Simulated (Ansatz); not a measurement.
Reaction (isomerisation): `C=C[SiH2][SiH2]O` → `O/C=C/[SiH2][SiH3]`

Isolated molecules relaxed with PBE0-D4/def2-TZVP in Ansatz; ΔE leaves out vibrations. CCSD(T)/CBS is the MP2 limit (def2-TZVPP, def2-QZVPP) plus CCSD(T) − MP2 in def2-TZVPP, frozen cores. Each species was taken in one conformer, which may not be the lowest.

`C=C[SiH2][SiH2]O`:

Cartesian coordinates in Å:
```
C -0.156 0.316 2.554
C 0.411 0.576 1.379
Si 0.759 -0.726 0.095
Si -0.520 -0.337 -1.828
O -0.163 1.205 -2.314
H -0.430 -0.693 2.848
H -0.371 1.099 3.277
H 0.660 1.609 1.142
H 0.410 -2.064 0.651
H 2.202 -0.726 -0.280
H -1.978 -0.478 -1.532
H -0.209 -1.325 -2.904
H -0.616 1.543 -3.088
```

`O/C=C/[SiH2][SiH3]`:

Cartesian coordinates in Å:
```
O 3.021 0.734 -0.766
C 1.676 0.852 -0.704
C 0.863 -0.202 -0.672
Si -0.968 -0.015 -0.545
Si -1.784 -0.947 1.444
H 3.424 1.605 -0.790
H 1.295 1.872 -0.681
H 1.320 -1.189 -0.697
H -1.296 1.440 -0.577
H -1.667 -0.672 -1.686
H -1.383 -2.378 1.546
H -1.230 -0.225 2.623
H -3.271 -0.876 1.505
```

```tsv
species	HF/CBS(def2) energy (Eh)
`C=C[SiH2][SiH2]O`	-733.25961
`O/C=C/[SiH2][SiH3]`	-733.20738
```

(1) Work out ΔE.

Largest T1 diagnostic among the species: 0.013.

Answers

(1) ΔE = (-733.20738) − (-733.25961) = 0.05223 Eh = +32.8 kcal/mol. CCSD(T)/CBS gives +31.4 kcal/mol.

In def2-TZVPP, CCSD(T) changes the Hartree–Fock value by −2.1 kcal/mol (the triples alone add −0.7 kcal/mol) and MP2 by −0.9 kcal/mol. From PBE to PBE0 (25 % exact exchange), in def2-TZVPP and without D4, ΔE moves by +1.7 kcal/mol.
